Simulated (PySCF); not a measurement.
Si(OH)(SH) (H₂OSSi), SMILES S[Si]O (connectivity only; charge and spin as stated), neutral, multiplicity 1. Coordinates come from a B3LYP-D3(BJ)/def2-TZVP optimisation. One conformer was computed; it need not be the lowest.

PySCF 2.14.0 with TDA-CAM-B3LYP/def2-SVPD puts the lowest singlet excitations at 4.43, 5.45, 6.04, 6.24, 6.50, 6.91 eV.

Question: What are the lowest excitation roots from ADC(2)/aug-cc-pVDZ in PySCF? (An estimate is asked for; the answer gives what the named calculation found.)

Answer: 4.39, 5.33, 5.96, 6.24, 6.34, 6.72 eV. S1 differs by -0.04 eV (second minus first; roots are paired by order, and the bases may differ).
